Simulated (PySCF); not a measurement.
## BiCl⁺: one state, many levels of theory

State: ²Π (doublet), unpaired electrons π ↑. Set-up: PySCF, scalar-relativistic core potentials, basis sets Bi def2-SVP with ECP60, Cl def2-SVP. De refers to Bi⁺ + Cl in their high-spin ground configurations, without counterpoise correction. The functionals are run spin-unrestricted. A positive dipole points towards Cl; it is taken about the centre of mass and depends on that origin.

```tsv
Level	Re (Å)	ωe (cm⁻¹)	De (eV)	μ (D)	CPU s a point (SCF and correlation, without the integrals)
UHF	2.373	410	n/a	-2.98	0.14
UHF-MP2	2.372	408	n/a	n/a	0.24
UHF-SCS-MP2	2.378	403	n/a	n/a	n/a
UHF-CCSD	2.382	399	n/a	n/a	n/a
UHF-CCSD(T)	2.391	390	n/a	n/a	4.4
LDA	2.366	401	n/a	-1.33	0.51
PBE	2.397	383	n/a	-1.64	1.3
r²SCAN	2.383	395	n/a	-1.96	1.2
PBE0	2.372	403	n/a	-2.06	1.3
B97-3	2.385	396	n/a	-2.17	1.6
M06	2.381	400	n/a	-2.14	3.7
HSE06	2.375	401	n/a	-2.03	1.2
```

Question: What does a quarter of exact exchange do here, going from PBE to PBE0?

Answer: PBE0 less PBE: -2.5 pm in Re, +5.2 % in ωe. Exact exchange removes part of the self-interaction that spreads semilocal densities, and in most molecules shortens and stiffens the bond and lowers De; so it does here.

Question: What does the gradient correction do here, going from LDA to PBE?

Answer: PBE less LDA: +3.1 pm in Re, -4.5 % in ωe. The gradient correction favours the more uneven density of free atoms, so it tends to lengthen bonds and takes away much of the overbinding of LDA; so it does here.

Question: What does second-order correlation do here, going from UHF to UHF-MP2?

Answer: UHF-MP2 less UHF: -0.1 pm in Re, -0.5 % in ωe. Correlation nearly always deepens the well. The bond length hardly moves.

Correlated steps freeze 9 core orbitals. Spin–orbit coupling is left out, which matters for elements this heavy, above all for dissociation energies. Counting both spins, an empty level lies below a filled one in some of these solutions, because spin and occupation are held. The state was picked by a PBE0 search and need not be the measured ground state.

The whole job (state search and all levels along the bond) took about 3.2 min on 1 thread of Arm Neoverse N1 (shared host), peak memory 0.51 GiB.
